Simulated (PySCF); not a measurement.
Delta-SCF ions had no search for a lower state. Excitations are Tamm–Dancoff values on a coarser integration grid. The basis has no diffuse functions, so Rydberg states are missing or too high.

**CH5BS2, SMILES `CB(S)S` (S–B–S–H torsion -180°, S–B–S–H torsion 180°) (charge 0, multiplicity 1)**

Level of theory: PySCF 2.14.0 with PBE-D3(BJ)/def2-TZVP // B3LYP-D3(BJ)/def2-TZVP.

- HOMO = -6.19 eV
- dipole moment = 2.09 D
- HOMO–LUMO gap = 4.71 eV
- LUMO = -1.48 eV
- S1 excitation (TDA) = 5.42 eV
- S1 oscillator strength = 0.000
- brightest of the four lowest singlets (TDA) = 5.68 eV
- T1 excitation (TDA) = 4.39 eV
- S1–T1 gap (TDA) = 1.03 eV
- vertical ionisation energy (Delta-SCF) = 9.17 eV
- total energy = -862.0287 Ha
- cost = around 100 core-seconds (rough)

```xyz
9

C     -0.0018    -0.9329    -0.1668
B     -0.0180     0.6176    -0.4042
S      1.5111     1.5694    -0.6110
S     -1.5325     1.6015    -0.4956
H     -0.9943    -1.3713    -0.0593
H      0.5708    -1.1733     0.7338
H      0.5006    -1.4387    -0.9966
H      2.3608     0.5363    -0.4866
H     -2.3967     0.5914    -0.3068
```
Charge 0, spin multiplicity 1.
